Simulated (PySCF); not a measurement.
Can point charges reproduce the dipole moment of `C=P(C)(C)N([SiH3])[SiH3]`?

Coordinates (GFN2-xTB, Å) and charges (e) from the PBE0/pcSseg-1 density (PySCF):

| atom | x | y | z | Mulliken | IAO | Hirshfeld | ESP-fitted |
| --- | --- | --- | --- | --- | --- | --- | --- |
| C1 | -0.531 | -0.989 | -1.660 | -0.7024 | -0.8459 | -0.2427 | -0.6783 |
| P2 | -0.676 | -0.105 | -0.147 | +0.6842 | +1.3714 | +0.4427 | +0.8845 |
| C3 | -1.510 | 1.521 | -0.244 | -0.4451 | -0.6592 | -0.1527 | -0.7557 |
| C4 | -1.498 | -0.984 | 1.232 | -0.4432 | -0.6582 | -0.1528 | -0.7758 |
| N5 | 0.908 | 0.072 | 0.140 | -0.9910 | -1.0155 | -0.2916 | -0.4612 |
| Si6 | 1.685 | 0.884 | 1.448 | +0.6555 | +0.7426 | +0.3451 | +0.4293 |
| Si7 | 1.617 | -0.768 | -1.343 | +0.7230 | +0.7142 | +0.2532 | +0.6447 |
| H8 | -0.990 | -1.977 | -1.582 | +0.1455 | +0.1509 | +0.0297 | +0.1547 |
| H9 | -1.017 | -0.449 | -2.474 | +0.1453 | +0.1507 | +0.0295 | +0.1540 |
| H10 | -2.574 | 1.397 | -0.443 | +0.1555 | +0.1668 | +0.0563 | +0.2143 |
| H11 | -1.046 | 2.077 | -1.058 | +0.1662 | +0.1749 | +0.0615 | +0.2228 |
| H12 | -1.367 | 2.065 | 0.689 | +0.1573 | +0.1654 | +0.0534 | +0.2208 |
| H13 | -1.333 | -0.441 | 2.162 | +0.1579 | +0.1659 | +0.0529 | +0.2271 |
| H14 | -1.046 | -1.972 | 1.310 | +0.1658 | +0.1747 | +0.0616 | +0.2288 |
| H15 | -2.566 | -1.082 | 1.042 | +0.1545 | +0.1663 | +0.0561 | +0.2180 |
| H16 | 2.387 | 2.065 | 0.947 | -0.0834 | -0.1300 | -0.0764 | -0.0877 |
| H17 | 2.576 | -0.050 | 2.131 | -0.0800 | -0.1242 | -0.0739 | -0.0819 |
| H18 | 0.620 | 1.314 | 2.373 | -0.1421 | -0.1480 | -0.0872 | -0.1218 |
| H19 | 1.642 | 0.138 | -2.504 | -0.1108 | -0.1639 | -0.1051 | -0.1736 |
| H20 | 3.028 | -0.475 | -0.887 | -0.2010 | -0.2358 | -0.1544 | -0.2878 |
| H21 | 1.682 | -2.224 | -1.134 | -0.1116 | -0.1630 | -0.1048 | -0.1752 |

Form Σ q r in debye for every column and set it beside the full dipole.

The full density gives (-4.96, 1.28, 2.28) D, 5.60 D in size; dipole vectors point from the negative to the positive end.

```tsv
scheme	μx	μy	μz	size (D)	share of the full size (%)	angle to the full dipole (°)
Mulliken	-3.42	1.34	2.19	4.28	76	9
IAO	-4.62	1.64	2.86	5.68	101	8
Hirshfeld	-4.07	1.27	2.25	4.82	86	5
ESP-fitted	-4.95	1.27	2.26	5.59	100	0
```

Which set comes closest?

Length of the difference vector: ESP-fitted 0.02 D, IAO 0.77 D, Hirshfeld 0.89 D, Mulliken 1.54 D. Closest: ESP-fitted. 

What is left for the Hirshfeld atoms' own dipoles?

The Hirshfeld atoms' densities add up to the full density, so μ = Σ q r + Σ (atomic dipoles). The atomic dipoles sum to (-4.96, 1.28, 2.28) − (-4.07, 1.27, 2.25) = (-0.89, 0.01, 0.03) D, 0.89 D in size.

With the origin at the mean of the coordinates, (0.000, 0.001, 0.000) Å, which are the largest single terms, by size, of the Mulliken dipole along the direction of the full one?

Si7 -7.48, N5 +3.48, C4 -3.41, C3 -3.38, H20 +3.04 D; all 21 atoms together +4.22 D. The single terms depend on the origin, their sum doesn't.

Give the size of the full dipole in other units.

5.60 D = 2.205 au = 1.167 e·Å = 18.69 × 10⁻³⁰ C·m.

The structure is a single GFN2-xTB conformer in the gas phase; no vibrational or solvent corrections.

Shape of the structure used: `[CH2:1]=[P:2]([CH3:3])([CH3:4])[N:5]([SiH3:6])[SiH3:7]`: C1–P2–N5–Si6 178°.
